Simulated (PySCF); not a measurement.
CH4OZn, singlet, geometry from GFN2-xTB (such geometries of metal compounds can be far from the true shape). Base run: B3LYP/def2-SVP run with PySCF.

Here is a job for PySCF.
```python
from pyscf import gto, scf, dft

mol = gto.M(
    atom='''
Zn   -0.01725634    0.01469602    0.17610893
C    -0.16999058    1.58529776   -1.03868649
H    -0.89438198    2.31293583   -0.69757834
H    -0.47857034    1.23277719   -2.01677520
H     0.78322230    2.08823604   -1.14561464
O     0.23277667   -1.66790958    0.45013089
H     0.26515014   -2.24333970    1.20777220
''',
    basis='def2-svp',
    verbose=4,
)

mf = dft.RKS(mol)
mf.xc = 'b3lyp'
mf.kernel()
mf.analyze()
```

Variants of this job, named by their change:

```tsv
change	basis functions	E (Eh)	HOMO (eV)	HOMO-LUMO gap (eV)	dipole (D)
base	79	-1894.83580	-7.14	6.48	1.85
basis = cc-pVDZ-DK; relativity = spin-free X2C	91	-1911.79427	-7.54	6.50	1.55
basis = cc-pVDZ-DK; relativity = none	91	-1886.11031	-7.54	6.50	1.63
basis = x2c-TZVPall; relativity = spin-free X2C	134	-1911.82977	-7.76	6.77	1.72
basis = ANO-RCC-VDZP; relativity = spin-free X2C	82	-1911.83176	-7.80	6.74	1.78
basis = x2c-TZVPall; relativity = spin-free X2C; nucleus = Gaussian (with nucmod='G')	134	-1911.82206	-7.76	6.77	1.72
basis = x2c-TZVPall; relativity = none	134	-1888.68509	-7.76	6.78	1.79
basis = ANO-RCC-VDZP; relativity = none	82	-1886.13321	-7.83	6.73	1.82
basis = cc-pVDZ-DK; relativity = spin-free X2C; nucleus = Gaussian (with nucmod='G')	91	-1911.78538	-7.54	6.50	1.55
basis = ANO-RCC-VDZP; relativity = spin-free X2C; nucleus = Gaussian (with nucmod='G')	82	-1911.82287	-7.80	6.74	1.78
```

Total energies compare only within one method and basis.

Basis sets contracted for a relativistic Hamiltonian are a mismatch without it, so the rows without relativity aren't non-relativistic limits. No row has spin-orbit coupling; sets with core potentials leave out the core electrons.
